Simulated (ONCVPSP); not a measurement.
## What one change does to a pseudopotential (hafnium (Hf), ONCV)

ONCVPSP 4.0.1 input, shortened (lines: element, Z, core and valence counts, functional; n l f; lmax; l rc ep ncon nbas qcut; lloc lpopt rc5 dvloc0; l nproj debl; icmod fcfact rcfact), PW91, fully relativistic:

```
  Hf 72.00   10    4  -109134      upf
    1    0    2.00
    2    0    2.00
    2    1    6.00
    3    0    2.00
    3    1    6.00
    3    2   10.00
    4    0    2.00
    4    1    6.00
    4    2   10.00
    4    3   14.00
    5    0    2.00
    5    1    6.00
    5    2    2.00
    6    0    1.00
    3
    0    1.50    0.00    4    7    6.90
    1    2.15    0.00    3    6    6.60
    2    2.60    0.00    4    9    5.90
    3    2.30    0.21    4    7    5.30
    4    5    1.30    0.00
    0    2    1.70
    1    3    1.00
    2    1    2.90
    3    2    1.10
    3    2.75    1.70
```

Open shells are filled in proportion to 2j + 1.

In the p channel the program set the typed energies aside and used -1.484, 0.250, 1.250 Ha (j = l + 1/2; the other j can differ).

All-electron outer shells of the reference configuration (PW91, scalar-relativistic, ld1.x):

| shell | level (eV) | outermost node (bohr) | outermost maximum (bohr) |
| --- | --- | --- | --- |
| 5s | -74.02 | 0.55 | 1.01 |
| 5p | -42.58 | 0.60 | 1.16 |
| 4f | -23.84 | – | 0.45 |
| 6s | -11.03 | 1.36 | 2.78 |
| 5d | -9.27 | 0.67 | 1.67 |

Change: all radii but the core radius scaled by about 1.33 (s 2.00, p 2.86, d 3.46, f 3.06 bohr); local potential polynomial inside 1.74 bohr (lpopt 5, dvloc0 0 Ha). In the p channel the program set the typed energies aside and used -1.484, 0.050, 1.050 Ha (j = l + 1/2; the other j can differ).

Cutoffs: the cutoffs (Ha) at which the residual kinetic energy of the hardest occupied pseudo-wave falls to 1 and 0.1 mHa per electron; they do not see the model core or the augmentation charge, which bear on the density cutoff. Errors are all-electron minus pseudo energies relative to the spin-unpolarised reference configuration.

Problem. How do hardness, ghosts and transferability respond?

Solution. The potential gets softer (21 Ha and 32 Ha → 14 Ha and 18 Ha); the bound ghost in f disappears; of the 4 tests that both files solve, the error grows in 3 and shrinks in 1 by more than 15 % and 0.3 meV (median size 0.2 → 4.7 meV). A larger radius leaves more room for a smooth pseudo-wave, so fewer plane waves are needed.

| quantity | base | changed |
| --- | --- | --- |
| cutoff, loose | 21 Ha | 14 Ha |
| cutoff, tight | 32 Ha | 18 Ha |
| loose cutoff by channel | s 21 Ha, p 12 Ha, d 11 Ha | s 14 Ha, p 9.9 Ha, d 9.1 Ha |
| bound ghosts | f7/2, f5/2 | none |
| GHOST(+) flags under 300 eV | s at 193.8 eV | none |
| error for 5s2 5p6 5d2 6s2, meV [ΔE -8.03 eV] | -0.3 | -1.7 |
| error for 5s2 5p6 5d2 6s0, meV [ΔE 14.22 eV] | 0.0 | -7.8 |
| error for 5s2 5p6 5d1 6s0, meV [ΔE 36.08 eV] | -61 | -50 |
| error for 5s2 5p6 5d2 6s1.5, meV [ΔE -4.75 eV] | -0.2 | -0.7 |
| rms error of d²Exc/dni dnj with the model core, mHa | 3.10 | 3.13 |

 A true bound ghost makes a file unfit for plane-wave use even where its test errors are small: the radial tests pick states by their node count and pass the ghost by.
